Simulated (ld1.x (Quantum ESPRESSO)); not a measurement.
## Plane-wave convergence, ultrasoft potential for F (Z = 9)

```json
{
 "Element": "fluorine",
 "Generator": "ld1.x (Quantum ESPRESSO) 7.5",
 "Type": "ultrasoft",
 "Functional": "PBE",
 "Relativity": "scalar-relativistic",
 "Frozen core": "[He]",
 "Valence charge": "7",
 "Reference configuration": "2s1.75 2p5.25",
 "Partial waves": "2s (bound): rcut 0.50, rcutus 0.65 bohr; 2s channel at -1.8 Ry: rcut 0.50, rcutus 0.65 bohr; 2p (bound): rcut 0.95, rcutus 1.30 bohr; 2p channel at -0.05 Ry: rcut 0.95, rcutus 1.30 bohr; 3d channel at 0.45 Ry: rcut 1.05, rcutus 1.15 bohr; 3d channel at 1.55 Ry: rcut 1.05, rcutus 1.15 bohr",
 "Local potential": "all-electron potential smoothed inside 0.90 bohr (lloc = -1)",
 "Core correction": "Bessel-smoothed model core inside 0.40 bohr",
 "Augmentation charge": "PSQ, radius 0.40 bohr"
}
```

The pseudo-atom Hamiltonian at the reference potential is diagonalised in spherical Bessel functions j_l(qr) that vanish at 20 bohr, with q² up to the cutoff. All-electron valence levels (Ry): 2s -2.2066, 2p -0.8247.

Question: How do the lowest levels (Ry) of each channel move with the cutoff, and are there ghosts?

Answer:

```json
{"cutoff (Ry)": "8", "s #1": "-2.0079", "p #1": "-0.0559", "d #1": "0.0803", "d #2": "0.1922", "f #1": "0.1209", "Σ f·Δε (mRy)": "4384.2"}
{"cutoff (Ry)": "12", "s #1": "-2.1226", "p #1": "-0.2137", "d #1": "0.0803", "d #2": "0.1922", "f #1": "0.1209", "Σ f·Δε (mRy)": "3355.2"}
{"cutoff (Ry)": "18", "s #1": "-2.1471", "p #1": "-0.5049", "d #1": "0.0803", "d #2": "0.1922", "f #1": "0.1209", "Σ f·Δε (mRy)": "1783.4"}
{"cutoff (Ry)": "25", "s #1": "-2.1479", "p #1": "-0.7263", "d #1": "0.0803", "d #2": "0.1922", "f #1": "0.1209", "Σ f·Δε (mRy)": "619.7"}
{"cutoff (Ry)": "35", "s #1": "-2.1598", "p #1": "-0.8143", "d #1": "0.0803", "d #2": "0.1922", "f #1": "0.1209", "Σ f·Δε (mRy)": "136.6"}
{"cutoff (Ry)": "45", "s #1": "-2.1763", "p #1": "-0.8239", "d #1": "0.0803", "d #2": "0.1922", "f #1": "0.1209", "Σ f·Δε (mRy)": "57.1"}
{"cutoff (Ry)": "55", "s #1": "-2.1908", "p #1": "-0.8243", "d #1": "0.0803", "d #2": "0.1922", "f #1": "0.1209", "Σ f·Δε (mRy)": "29.7"}
{"cutoff (Ry)": "70", "s #1": "-2.2013", "p #1": "-0.8245", "d #1": "0.0803", "d #2": "0.1922", "f #1": "0.1209", "Σ f·Δε (mRy)": "10.5"}
{"cutoff (Ry)": "90", "s #1": "-2.2056", "p #1": "-0.8247", "d #1": "0.0803", "d #2": "0.1922", "f #1": "0.1209", "Σ f·Δε (mRy)": "2.0"}
{"cutoff (Ry)": "110", "s #1": "-2.2061", "p #1": "-0.8247", "d #1": "0.0803", "d #2": "0.1922", "f #1": "0.1209", "Σ f·Δε (mRy)": "1.0"}
{"cutoff (Ry)": "140", "s #1": "-2.2062", "p #1": "-0.8247", "d #1": "0.0803", "d #2": "0.1922", "f #1": "0.1209", "Σ f·Δε (mRy)": "0.7"}
{"cutoff (Ry)": "400", "s #1": "-2.2066", "p #1": "-0.8247", "d #1": "0.0803", "d #2": "0.1922", "f #1": "0.1209", "Σ f·Δε (mRy)": "0.0"}
```

Result: no extra level below or beside the all-electron valence levels (s, p, d, f tested); 10 mRy is reached at 80 Ry and 1 mRy at 110 Ry.
